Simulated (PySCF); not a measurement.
## `FS(F)(F)(F)(F)F`: ΔSCF against reference XPS values

What was measured (core binding energies): S 2p3/2 of S2 180.40 eV [1]; S 1s of S2 2490.10 eV [3]; S 1s of S2 2490.10 eV [4]. Sources and the comparison follow the method.

Species: SF6.
Geometry (PBE0-D3(BJ)/def2-TZVP, Å), atoms numbered from 1 in this order:
```
atom  x, y, z in Å
F1    -0.715    1.366    0.355
S2     0.005   -0.004    0.121
F3     1.283    0.752   -0.372
F4    -0.540   -0.039   -1.346
F5     0.550    0.032    1.588
F6     0.725   -1.374   -0.113
F7    -1.273   -0.762    0.615
```

Method: delta-SCF UKS SCAN, pcX-3 on the ionised atom, pcseg-2 elsewhere, spin-free X2C in PySCF 2.14.0. Each binding energy is the total energy of the core-ionised species, with the hole localised on one atom, minus that of the ground state; both are solved self-consistently, so orbital relaxation is included.

```tsv
atom	environment	level	this calculation (eV)	reference (eV)	difference (eV)	source
S2	sulfur bonded to 6 F	S 2p3/2	179.65	180.40	-0.75	[1]
S2	sulfur bonded to 6 F	S 1s	2489.28	2490.00	-0.72	[2]
S2	sulfur bonded to 6 F	S 1s	2489.28	2490.10	-0.82	[3]
S2	sulfur bonded to 6 F	S 1s	2489.28	2490.10	-0.82	[4]
```

[1] measured, gas; Jolly et al., Core electron binding energies of thiazyl fluoride (Lawrence Berkeley Laboratory report, escholarship qt4fd2758m) Note: scanned report of the 1970s; older calibration.
[2] computed, SFX2C-1e-ΔCCSD(T)/cc-pCVTZ-unc* + high-level relativistic corrections, gas; Zheng, Zhang, Jin, Southworth, Cheng, Phys. Chem. Chem. Phys. 2022, 24, 13587
[3] measured, gas; Cunha, Hait, Kang, Mao, Head-Gordon, J. Phys. Chem. Lett. 2022, 13, 3438 (arXiv:2111.08405)
[4] measured, gas; Zheng, Zhang, Jin, Southworth, Cheng, Phys. Chem. Chem. Phys. 2022, 24, 13587

Task: How far is it from the measured entries?

Result: Over the 2 different measured values (2 distinct lines) the mean signed difference is -0.78 eV, the mean unsigned one 0.78 eV and the largest 0.82 eV; the computed references in the table aren't counted. The calculation is vertical and has no vibrational structure, and measured positions depend on the energy calibration.

Task: What does the calculation give for the levels without a reference value here?

Result: F1 (×6) F 1s 694.83 eV.

The first atom of each set that the bonding makes equivalent was ionised and stands for the set. Spin–orbit coupling isn't in the SCF: each 2p doublet comes from a relaxed spin-free hole plus a matrix of the shell (mean-field spin–orbit coupling and the ground-state 2p splitting), with 2p3/2 averaged over its two sublevels. 2p1/2 minus 2p3/2 (ligand field included): S 1.24 eV. Geometry: PBE0-D3(BJ)/def2-TZVP; no solvent, vibrations or thermal averaging.

On 2 threads, Intel Xeon 6975P-C (x86_64), on a shared host, this took 39 s wall, 99 s CPU and 1.3 GiB of memory at its peak.
